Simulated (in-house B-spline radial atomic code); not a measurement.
# Removing one electron from S¹⁴⁺

Closed shell 1s2. Computed with a B-spline radial code for spherical atoms: Koopmans values of Dirac-Hartree-Fock plus a diagonal self-energy, in second order or with its direct term screened (direct RPA, with the hole-particle interaction, or full time-dependent Hartree-Fock), linearised in energy; no-pair Dirac-Coulomb Hamiltonian, finite nucleus. Shifts add to the Koopmans value (the ΔSCF shift is orbital relaxation alone); the final value takes TDHF screening with Breit and QED.

Command:
```bash
python run_mb.py task.json out
```
Settings (nuclear radius in fm, box in bohr, cutoff in hartree):
```
basis_form          2
Z                   16
core_configuration  1s2
rms_radius          3.2611
mass_number         32
speed_of_light      137.036
box_radius          5.873
lmax                7
intervals           61
virtual_cutoff      1024.0
```

Cost of the run: 0.8 s on 1 thread of Arm Neoverse N1 (shared host).

Energies in eV:

```csv
subshell,Koopmans,ΔSCF shift,second order,direct RPA,hole-particle,TDHF,Breit + QED,final
1s1/2,3226.10,-1.530,?,?,?,?,?,?
```

(1) What does the self-energy do to 1s1/2?

Results:

(1) It shifts the removal energy by -0.388 eV in second order, -0.306 with direct RPA, -0.413 with the hole-particle term and -0.430 with TDHF screening (quasi-particle weight 0.999); Breit and QED add -2.097 eV. The final value is 3223.57 eV, against 3223.781 eV (NIST, tabulated theory). Recoil and two-electron QED terms are left out.
